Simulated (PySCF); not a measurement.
CH5ClGeO, SMILES C[O][GeH2][Cl].

Geometry: PBE-D3(BJ)/def2-SVP. The structure was generated by enumeration, and PubChem lists no compound with its InChIKey, so it may never have been made. The values are those of a single conformer.

Calculation: TDA-PBE0/def2-SVPD run with PySCF 2.14.0.

Vertical excitations. The molecule is in vacuum.

```csv
state,energy (eV),λ (nm),f,main pairs
S1,6.60,188,0.027,HOMO→LUMO 87 %
S2,6.91,179,0.006,"HOMO→LUMO+1 71 %, HOMO−1→LUMO 20 %"
S3,6.99,177,0.018,"HOMO−1→LUMO 58 %, HOMO→LUMO+1 16 %, HOMO−2→LUMO 16 %"
S4,7.15,173,0.029,HOMO−2→LUMO 75 %
S5,7.46,166,0.015,"HOMO→LUMO+2 68 %, HOMO−1→LUMO+1 23 %"
S6,7.58,164,0.017,"HOMO−1→LUMO+1 60 %, HOMO−3→LUMO 23 %, HOMO→LUMO+2 11 %"
S7,7.69,161,0.012,"HOMO−3→LUMO 53 %, HOMO−2→LUMO+1 20 %"
S8,7.89,157,0.051,"HOMO−2→LUMO+1 61 %, HOMO−1→LUMO+2 13 %"
S9,7.97,155,0.022,HOMO−1→LUMO+2 81 %
S10,8.18,152,0.002,HOMO−2→LUMO+2 86 %
T1,6.15,202,0,"HOMO→LUMO 67 %, HOMO→LUMO+1 26 %"
T2,6.38,194,0,"HOMO−1→LUMO 73 %, HOMO−2→LUMO 15 %"
T3,6.56,189,0,"HOMO→LUMO+1 53 %, HOMO→LUMO 19 %"
T4,6.63,187,0,HOMO−2→LUMO 63 %
```
Triplets are in the Tamm–Dancoff approximation.
